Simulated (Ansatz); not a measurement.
A nudged elastic band was laid between two geometries of GaH₆NO (9 atoms, charge 0, multiplicity 1).

The calculation used Ansatz, RKS PBE/def2-SVP.

```yaml
movable_images: 5
climbing_image: yes
spring: 5.0 eV/Å²
optimiser: quadratic models (default)
start_path: through a guess of the saddle point
force_threshold: 0.05 eV/Å
iteration_limit: 60
end_points: relaxed
```

First end point:

```xyz
9
Properties=species:S:1:pos:R:3
Ga 0.105 -0.056 0.227
H -0.003 -0.984 1.514
H 1.415 0.141 -0.643
O -1.472 0.190 -0.730
H -2.105 -0.538 -0.609
N -0.222 1.938 0.971
H -1.120 2.059 0.470
H 0.435 2.666 0.662
H -0.388 2.051 1.979
```

Last end point:

```xyz
9
Properties=species:S:1:pos:R:3
Ga -0.191 0.490 -0.721
H 0.151 0.693 3.685
H 1.125 -0.117 -1.315
O -1.854 -0.074 -1.147
H -1.839 -0.818 -1.775
N -0.241 1.798 0.550
H -1.119 2.245 0.823
H 0.567 2.370 0.801
H 0.045 0.879 2.942
```

Task: Which bonds break or form, and what moves?

Result: Bonds broken: Ga1–H2, N6–H9. Bonds formed: H2–H9. GaH6NO becomes GaH4NO + H2.

Task: Give the energies along the band, and the barrier.

Result: It converged. The highest image is number 2 of 0 to 6, 1.52 eV above the first end and 0.78 eV above the last; the last end lies 0.74 eV above the first. Neighbouring images differ by up to 1.4 eV, so the band resolves the path poorly. A vibrational analysis at the climbing image gives one clearly imaginary mode, 1102i cm⁻¹: a first-order saddle point. The orbitals stay closed-shell, which can raise the energy where a bond breaks towards radicals; this wasn't checked here.

```
image  path coordinate (Å)  energy (eV)  Ga1–H2 (Å)  N6–H9 (Å)  H2–H9 (Å)
    0                 0.00         0.00        1.59       1.03       3.09
    1                 1.08         0.15        1.61       1.03       2.29
    2                 2.16         1.52        1.91       1.45       1.00
    3                 3.03         0.88        2.66       2.25       0.78
    4                 3.90         0.77        3.46       2.66       0.77
    5                 4.76         0.75        3.98       2.62       0.77
    6                 5.63         0.74        4.42       2.58       0.77
```

Task: What is the geometry of the highest image?

Result: 
```xyz
9
Properties=species:S:1:pos:R:3
Ga -0.079 0.324 -0.004
H -0.064 -0.036 1.869
H 1.272 -0.199 -0.610
O -1.746 -0.063 -0.607
H -1.787 -0.916 -1.074
N -0.217 2.079 0.881
H -1.134 2.539 0.812
H 0.526 2.782 0.788
H -0.126 0.956 1.787
```

The run took 99 s on 2 threads of Arm Neoverse V2, on a shared host, peak memory 0.13 GiB.
